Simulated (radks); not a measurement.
Problem. The mean radii <r> (bohr) of the occupied orbitals of an atom or ion are listed with their occupations. Calculated with a radial shooting solver on a logarithmic mesh with Libxc functionals: scalar-relativistic Kohn-Sham, PBEsol, spin-polarised, spherical densities, finite nucleus; Fermi nuclear charge, rms radius of each element as measured or else 0.836 A^(1/3) + 0.57 fm.

orbital  occ.      <r>
1s up       1  0.06360
1s down     1  0.06360
2s up       1   0.2936
2s down     1   0.2932
2p up       3   0.2603
2p down     3   0.2598
3s up       1   0.8982
3s down     1   0.8994
3p up       3   0.9574
3p down     3   0.9596
3d up       4    1.261
4s up       1    2.838

Name the element and its charge. Open shells, if any, are filled with parallel spins first.

Solution. Z = 24, chromium, charge +1: Cr+ in [Ar] 3d4 4s1. The 1s radius gives Z: for a bare nucleus <r> = (2 gamma + 1)/(2Z) with gamma = sqrt(1 - (Z/c)^2), 0.06186 bohr for Z = 24, and screening makes it slightly larger (0.06360 here). The occupations add up to 23, and the charge is Z minus that.
